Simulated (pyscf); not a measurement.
# Cl–GeH(Cl)–TeH, singlet

Gas-phase minimum from PySCF at ωB97X-D3(BJ)/def2-SVP, one conformer. 

```xyz
6

Cl     1.6648    -1.0992    -1.7134
Ge     0.7562     0.3308    -0.3961
Cl     0.3823     2.1222    -1.5179
Te    -1.3795    -0.7480     0.3420
H      1.7538     0.6892     0.7040
H     -1.7754     0.5954     1.2305
```
Charge 0, spin multiplicity 1.

Bonded distances (Å): Cl1–Ge2 2.146, Ge2–Cl3 2.147, Ge2–Te4 2.504, Ge2–H5 1.528, Te4–H6 1.659. Bond angles (°): Cl1–Ge2–Cl3 108.0, Cl1–Ge2–Te4 104.8, Cl1–Ge2–H5 108.8, Cl3–Ge2–Te4 111.4, Cl3–Ge2–H5 107.1, Te4–Ge2–H5 116.5, Ge2–Te4–H6 90.7.

Properties at ωB97X-D3(BJ)/def2-SVP:

```json
{
  "harmonic_wavenumbers_unscaled": "85, 104, 139, 161, 272, 435, 454, 584, 702, 743, 2196, 2224 cm⁻¹",
  "zero_point_energy": "11.6 kcal/mol",
  "rotational_symmetry_number": "1",
  "Entropy of this conformer at 298 K and 1 atm, rigid rotor and harmonic oscillator, modes under 100 cm⁻¹ raised to 100": "373.6 J/(mol K)",
  "dipole_moment": "2.11 D"
}
```

Single-point totals, which compare only within one level:

| level | total energy (hartree) |
|---|---|
| ωB97X-D3(BJ)/def2-TZVP | -3266.82923 |
| PBE/def2-TZVP | -3266.06734 |
| r²SCAN/def2-TZVP | -3266.80505 |
| B3LYP-D3(BJ)/def2-TZVP | -3266.94581 |
| PBE0-D3(BJ)/def2-TZVP | -3266.22311 |
| M06-2X/def2-TZVP | -3266.65884 |
| ωB97M-D3(BJ)/def2-TZVP | -3266.95231 |

Soft torsions are taken as harmonic, which can shift the entropy by several J/(mol K). Elements up to Kr have no core potential and no relativistic terms here. Elements past Kr carry the def2 core potentials, without spin-orbit coupling.
